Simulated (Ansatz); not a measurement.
Reaction (redistribution): `CS[SiH](O)F` + `O[SiH2][GeH2][OH]` → `[OH][GeH2][SiH](O)F` + `CS[SiH2]O`

Program: Ansatz. Geometries: PBE0-D4/def2-TZVP. ΔE: electronic, gas phase. CCSD(T)/CBS adds triple-zeta CCSD(T) − MP2 to the extrapolated MP2 energy (def2 sets, frozen cores). Functionals use def2-TZVPP. B3LYP here is the variant with VWN-RPA as its local correlation; programs differ in this. For Ge outer-core shells are correlated without core-valence functions, which leaves a few kJ/mol of doubt a bond. Scalar relativity is left out up to krypton. One conformer a species, not always the lowest.

Question: Is it downhill or uphill in electronic energy at CCSD(T)/CBS, and by how much? (Estimate.)

Answer: The calculation gave: Nearly level: ΔE = +0.02 eV.

Question: What do these levels give: PBE0-D4, ωB97X-V, ωB97M-V, PBE, r2SCAN, PBE0, B3LYP, SCS-MP2/def2-TZVPP, CCSD/def2-TZVPP, MP2/def2-QZVPP, SCS-MP2/def2-QZVPP, HF/CBS(def2)? (Best estimate.)

Answer: Ansatz gave: PBE0-D4 0.01, ωB97X-V 0.01, ωB97M-V 0.01, PBE 0.00, r2SCAN 0.02, PBE0 0.02, B3LYP 0.02, SCS-MP2/def2-TZVPP 0.02, CCSD/def2-TZVPP 0.03, MP2/def2-QZVPP 0.01, SCS-MP2/def2-QZVPP 0.02, HF/CBS(def2) 0.07 eV.

Largest T1 diagnostic among the species: 0.012.

In def2-TZVPP, CCSD(T) changes the Hartree–Fock value by −0.04 eV (the triples alone add −0.01 eV) and MP2 by −0.05 eV.
